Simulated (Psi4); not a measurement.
formic acid (CH$_{2}$O$_{2}$), singlet, at a GFN2-xTB geometry, atoms displaced at random by about 0.08 Å a coordinate; PBE/6-31G, gradient in Psi4.

Here is a job for Psi4.
```
memory 2 GB

molecule mol {
0 1
O    -1.066759   -0.541774    0.002815
C    -0.012136    0.471273   -0.008635
O     1.171473    0.154671    0.047587
H    -0.741425   -1.368583    0.114887
H    -0.387748    1.475938   -0.050125
symmetry c1
no_reorient
no_com
}

set {
  basis 6-31g
  reference rks
}

gradient('pbe')
print_variables()
```

What does Psi4 print? Leave out banner, timings and long lists.


```
gradient() will perform analytic gradient computation.

   => Loading Basis Set <=

    Name: 6-31G
    Role: ORBITAL
    Keyword: BASIS

         ---------------------------------------------------------
                                   SCF
               by Justin Turney, Rob Parrish, Andy Simmonett
                          and Daniel G. A. Smith
                              RKS Reference
         ---------------------------------------------------------

  ==> Geometry <==

    Molecular point group: c1
    Full point group: C1

    Geometry (in Angstrom), charge = 0, multiplicity = 1:

       Center              X                  Y                   Z               Mass
    ------------   -----------------  -----------------  -----------------  -----------------
         O           -1.066759000000    -0.541774000000     0.002815000000    15.994914619570
         C           -0.012136000000     0.471273000000    -0.008635000000    12.000000000000
         O            1.171473000000     0.154671000000     0.047587000000    15.994914619570
         H           -0.741425000000    -1.368583000000     0.114887000000     1.007825032230
         H           -0.387748000000     1.475938000000    -0.050125000000     1.007825032230

  Running in c1 symmetry.

  Rotational constants: A =      2.33605  B =      0.37019  C =      0.31974 [cm^-1]
  Rotational constants: A =  70032.99909  B =  11098.06060  C =   9585.51372 [MHz]
  Nuclear repulsion =   67.782136492838447

  Charge       = 0
  Multiplicity = 1
  Electrons    = 24
  Nalpha       = 12
  Nbeta        = 12

  ==> Algorithm <==

  SCF Algorithm Type is DF.
  DIIS enabled.
  MOM disabled.
  Fractional occupation disabled.
  Guess Type is SAD.
  Energy threshold   = 1.00e-08
  Density threshold  = 1.00e-08
  Integral threshold = 1.00e-12

  ==> Primary Basis <==

  Basis Set: 6-31G
    Blend: 6-31G
    Number of shells: 19
    Number of basis functions: 31
    Number of Cartesian functions: 31
    Spherical Harmonics?: false
    Max angular momentum: 1

  ==> DFT Potential <==

   => LibXC <=

    Version 7.1.2
    S. Lehtola, C. Steigemann, M. J. T. Oliveira, and M. A. L. Marques,  SoftwareX 7, 1–5 (2018) (10.1016/j.softx.2017.11.002)

   => Composite Functional: PBE <=

    PBE GGA Exchange-Correlation Functional

    J.P. Perdew et. al., Phys. Rev. Lett., 77(18), 3865-3868, 1996

    Deriv               =              1
    GGA                 =           TRUE
[...]
  @DF-RKS Final Energy:  -189.47560901684358
    Total Energy =                       -189.4756090168435776
[...]
    K tasked:                   No
    wK tasked:                  No
    Integrals threads:           1
    Schwarz Cutoff:          1E-12
    Fitting Condition:       1E-10

   => Auxiliary Basis Set <=

  Basis Set: (6-31G AUX)
    Blend: CC-PVDZ-JKFIT
    Number of shells: 90
    Number of basis functions: 293
    Number of Cartesian functions: 293
    Spherical Harmonics?: false
    Max angular momentum: 3

  ==> DFT Potential <==

   => LibXC <=

    Version 7.1.2
    S. Lehtola, C. Steigemann, M. J. T. Oliveira, and M. A. L. Marques,  SoftwareX 7, 1–5 (2018) (10.1016/j.softx.2017.11.002)

   => Composite Functional: PBE <=

    PBE GGA Exchange-Correlation Functional

    J.P. Perdew et. al., Phys. Rev. Lett., 77(18), 3865-3868, 1996

    Deriv               =              1
    GGA                 =           TRUE
    Meta                =          FALSE

    Exchange Hybrid     =          FALSE
    MP2 Hybrid          =          FALSE

   => Exchange Functionals <=

    1.0000     XC_GGA_X_PBE

   => Correlation Functionals <=

    1.0000     XC_GGA_C_PBE

   => LibXC Density Thresholds  <==

    XC_GGA_C_PBE:  1.00E-12
    XC_GGA_X_PBE:  1.00E-15

   => Molecular Quadrature <=

    Radial Scheme          =       TREUTLER
    Pruning Scheme         =           NONE
    Nuclear Scheme         =       TREUTLER

    Blocking Scheme        =         OCTREE
    BS radius alpha        =              1
    Pruning alpha          =              1
    Radial Points          =             75
    Spherical Points       =            302
    Total Points           =         107825
    Total Blocks           =            865
    Max Points             =            256
    Max Functions          =             31
    Weights Tolerance      =       1.00E-15

  -Total Gradient:
     Atom            X                  Y                   Z
    ------   -----------------  -----------------  -----------------
       1        0.028649708371    -0.143845345345     0.014190596552
       2        0.015535949686     0.054810317318    -0.003796773457
       3       -0.011985154173    -0.002641727626    -0.000174797503
       4       -0.047596548454     0.102815687826    -0.012638444737
       5        0.015453016576    -0.011209058354     0.002426040125

  Variable Map:
  ----------------------------------------------------------------------------
[...]
  Array Variable Map:
  ----------------------------------------------------------------------------
[...]
[...]
```
